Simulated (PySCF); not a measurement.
C3H7NSi.

```xyz
12

C     -0.2318     2.1940     0.0000
C      0.0403     0.7272     0.0000
N      1.2286     0.2196     0.0000
C      1.0161    -1.2589     0.0000
Si    -0.8724    -0.9387     0.0000
H      0.7152     2.7552     0.0000
H     -0.8240     2.4802    -0.8854
H     -0.8240     2.4802     0.8854
H      1.4684    -1.7278     0.8892
H      1.4684    -1.7278    -0.8892
H     -1.6690    -1.3144     1.2084
H     -1.6690    -1.3144    -1.2084
```

Geometry: B3LYP-D3(BJ)/def2-SVP. The structure was generated by enumeration, and PubChem lists no compound with its InChIKey, so it may never have been made.

Calculation: PBE/pcSseg-1 in PySCF. Non-relativistic, no solvent.

Computed absolute GIAO shielding of each atom: isotropic value and principal components (ppm):
| atom | σ(iso) | σ11 | σ22 | σ33 | span |
|---|---|---|---|---|---|
| C1 | 150.9 | 132.5 | 137.9 | 182.3 | 49.7 |
| C2 | -15.1 | -113.5 | -43.8 | 112.0 | 225.5 |
| N3 | -235.7 | -680.6 | -127.1 | 100.8 | 781.4 |
| C4 | 138.2 | 101.3 | 138.3 | 175.2 | 73.9 |
| Si5 | 348.9 | 241.2 | 330.5 | 475.0 | 233.8 |
| H6 | 29.1 | 26.9 | 27.2 | 33.2 | 6.3 |
| H7 | 29.1 | 26.5 | 27.9 | 32.9 | 6.4 |
| H8 | 29.1 | 26.5 | 27.9 | 32.9 | 6.4 |
| H9 | 27.7 | 25.8 | 27.5 | 29.9 | 4.1 |
| H10 | 27.7 | 25.8 | 27.5 | 29.9 | 4.1 |
| H11 | 24.9 | 21.5 | 24.7 | 28.3 | 6.8 |
| H12 | 24.9 | 21.5 | 24.7 | 28.3 | 6.8 |
